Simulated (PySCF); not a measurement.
Be₂H₂, SMILES [BeH][BeH].

Geometry optimised at PBE0-D3(BJ)/def2-TZVPD.

Computed with TDDFT-LC-ωPBE/def2-TZVPD in PySCF.

Vertical excitations; the highest root listed may be one member of a degenerate set. The molecule is in vacuum. State labels are in the subgroup D2h.

Computed lowest excited states:
```tsv
state	symmetry	energy (eV)	λ (nm)	f	main pairs
S1	B3u	3.98	311	0.034	HOMO→LUMO+1 (degenerate set)
S2	B2u	3.98	311	0.034	HOMO→LUMO (degenerate set)
S3	B2g	6.09	204	0.000	HOMO−1→LUMO+1, HOMO→LUMO+4, HOMO→LUMO+10 (degenerate set)
S4	B3g	6.09	204	0.000	HOMO−1→LUMO, HOMO→LUMO+5, HOMO→LUMO+11 (degenerate set)
S5	B2g	7.15	173	0.000	HOMO−1→LUMO+1, HOMO→LUMO+4, HOMO→LUMO+10 (degenerate set)
S6	B3g	7.15	173	0.000	HOMO−1→LUMO, HOMO→LUMO+5, HOMO→LUMO+11 (degenerate set)
S7	B3u	7.49	166	0.456	HOMO−2→LUMO+1 (degenerate set)
S8	B2u	7.49	166	0.456	HOMO−2→LUMO (degenerate set)
S9	Ag	7.49	165	0.000	HOMO→LUMO+3 79 %, HOMO→LUMO+8 18 %
S10	B1u	8.05	154	0.225	HOMO→LUMO+2 83 %
T1	B3u	2.60	476	0	HOMO→LUMO+1 (degenerate set)
T2	B2u	2.60	476	0	HOMO→LUMO (degenerate set)
T3	B3g	5.47	227	0	HOMO−1→LUMO, HOMO→LUMO+5, HOMO→LUMO+11 (degenerate set)
T4	B2g	5.47	227	0	HOMO−1→LUMO+1, HOMO→LUMO+4, HOMO→LUMO+10 (degenerate set)
```
Triplets are in the Tamm–Dancoff approximation, which puts them higher than full response would, so one can lie above its singlet here.
